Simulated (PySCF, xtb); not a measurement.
C₃H₇NSi, SMILES [SiH3]NC=C=C. One conformer was computed; it need not be the lowest.

Harmonic wavenumbers (cm⁻¹) from GFN2-xTB (xtb) at its own minimum, in rising order: 92, 104, 146, 225, 246, 265, 550, 558, 584, 663, 755, 778, 810, 824, 845, 868, 996, 1049, 1223, 1324, 1358, 1468, 2083, 2222, 2245, 2263, 3011, 3036, 3041, 3487.

Task: What does PBE-D3(BJ)/def2-SVP (PySCF 2.14.0) give at its own minimum? (Estimate from the structure and the level; the computed values follow.)

Result: 104, 131, 145, 209, 253, 270, 585, 600, 683, 701, 786, 846, 863, 886, 905, 945, 972, 995, 1182, 1324, 1355, 1453, 2015, 2156, 2161, 2184, 3011, 3070, 3084, 3569. Paired by order, the mean absolute difference is 41 cm⁻¹ and the zero-point energies are 53.1 and 53.5 kcal/mol.
